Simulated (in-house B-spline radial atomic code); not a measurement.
Values are calculated unless marked as measured or tabulated.
## Extrapolating the RPA correlation energy in partial waves: the lutetium ion Lu³⁺

All-electron RPA on r2SCAN orbitals from an all-electron radial atomic-structure program (B-spline basis), scalar-relativistic (spin-free one-electron X2C), finite nucleus, configuration [Xe] 4f14. Without the two-electron picture change, the correlation of inner shells comes somewhat too large for so heavy an element. With empty states up to angular momentum L the sums are:

```tsv
L	E_c(L) (hartree)
5	-5.555690
6	-5.863387
7	-6.026777
8	-6.119607
9	-6.174272
```

For large l each further wave adds A/(l + 1/2)⁴, because the basis must build the cusp where two electrons meet.

(1) Estimate the limit from L = 8 and L = 9.

(2) How good is the estimate?

Answers

(1) Wave 9 adds -0.054665, against a sum of (l + 1/2)⁻⁴ of 1.22774e-04, so A = -445.25. The sum over l > 9 is ζ(4, 10.5) = 3.3168e-04, close to 1/(3 × 10³) = 3.3333e-04. The tail is -0.147681 and the limit -6.32195 hartree.

(2) A run to L = 11 sums to -6.22976 and extrapolates to -6.30269 hartree, 7.86 millihartree from the run before, so it has not settled and is itself too deep. The estimate differs from that by -19.27 millihartree, while the bare sum at L = 9 misses 128.4 millihartree (2.0 %).
